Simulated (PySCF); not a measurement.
# [SnF6]2-: computed shieldings and shifts

[SnF6]2-, [F6Sn]2-, point group Oh.

Bonds: Sn1-F2 2.000 Å, Sn1-F3 2.000 Å, Sn1-F4 2.000 Å, Sn1-F5 2.000 Å, Sn1-F6 2.000 Å, Sn1-F7 2.000 Å.

Total charge -2.

GIAO calculations in PySCF on the PBE0-D3(BJ)/def2-SVP structure: isolated species, scalar relativity only through the core potential, equivalent atoms averaged; basis pcSseg-1 (def2-TZVP on Sn).

Q: Give the isotropic shieldings (ppm) with B3LYP, PBE0.

A: 
```tsv
atoms	environment	B3LYP	PBE0
F2/F3/F4/F5/F6/F7	fluorine bonded to Sn	318.4	327.0
HOMO–LUMO gap (eV)	–	8.75	9.43
```

Q: And the chemical shifts, against references computed in the same way?

A: 
```csv
atoms,"nucleus, reference",B3LYP,PBE0
F2/F3/F4/F5/F6/F7,"¹⁹F, CFCl3",-146.5,-149.8
```

Q: Which part of the shielding of F2/F3/F4/F5/F6/F7 depends on the functional?

A: Diamagnetic: B3LYP 480, PBE0 479 ppm; paramagnetic: B3LYP -161, PBE0 -152 ppm. The diamagnetic part, set mainly by inner electrons, hardly moves; the paramagnetic part goes with low-lying magnetically allowed excitations and carries the spread.

The ion is multiply charged and has no counter-ions or solvent here.

Sn is described by an effective core potential, so it has no shielding of its own here; spin–orbit effects on the atoms bonded to it, which can be large, are absent, and the values of these neighbours are rough. Unscaled 19F shifts against computed CFCl3 carry errors that often reach 10 to 50 ppm.
